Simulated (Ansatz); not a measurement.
Geometry optimisation, UKS r2SCAN/def2-SVP (Ansatz).

The input (input.yaml):

```yaml
crystal:
  periodic: [false, false, false]
  atoms:
    - { symbol: O, position_ang: [-0.62868, 0.85094, -1.01173] }
    - { symbol: C, position_ang: [-0.73326, -0.12402, 0.14714] }
    - { symbol: B, position_ang: [0.59015, -0.14862, 0.89075] }
    - { symbol: O, position_ang: [0.49028, -1.14009, 0.00481] }
    - { symbol: H, position_ang: [-1.18223, 0.45824, -1.69441] }
    - { symbol: H, position_ang: [1.46374, 0.10355, 1.66343] }
total_charge: -1
magnetization:
  spin_polarized: true
basis:
  gaussian: { orbitals: def2-SVP }
hamiltonian:
  xc: r2scan
relax:
  f_tol: 0.02
  max_steps: 50
```

Command:

```bash
$ ansatz run input.yaml --threads 2 --pin off --max-ram 3072MiB --backend cpu --events-out ev --progress --plain --runs-dir out
```

**Question.** Where does it end, and by what steps?

**Answer.** It converged. Limits of this set-up: an anion without diffuse functions. After 36 steps the energy has fallen by 2.623 eV; H6 moved furthest, 1.83 Å. Parted: C2–O4 (1.60 → 2.71 Å), B3–H6 (1.19 → 2.26 Å). Joined: C2–H6 (2.68 → 1.10 Å).

```tsv
step	energy less start (eV)	largest force component (eV/Å)	accepted
0	0.0000	1.368	yes
2	-0.2157	0.757	yes
4	-0.4767	1.455	yes
6	-0.5818	1.544	yes
8	-0.6364	0.567	yes
10	-0.6603	0.214	yes
12	-0.6746	0.180	yes
14	-0.6784	0.072	yes
16	-0.6818	0.130	yes
18	-0.6851	0.041	yes
20	-0.6895	0.318	yes
22	-0.6962	0.604	yes
24	-0.7642	2.172	yes
26	-1.3916	4.146	yes
28	-1.9849	3.601	yes
30	-2.5242	1.315	yes
32	-2.6092	0.427	yes
34	-2.6225	0.092	yes
36	-2.6228	0.018	yes
```

```xyz
6
Properties=species:S:1:pos:R:3
O -0.469 0.842 -1.066
C 0.053 0.383 0.203
B 0.606 -0.954 0.377
O 1.060 -2.107 0.562
H -1.414 0.654 -1.031
H 0.163 1.182 0.956
```

Whether the end is a true minimum wasn't checked by a vibrational analysis.

Run time: 100 s on 2 threads of Intel(R) Xeon(R) Platinum 8488C (Sapphire Rapids) (shared host), peak memory 0.21 GiB.
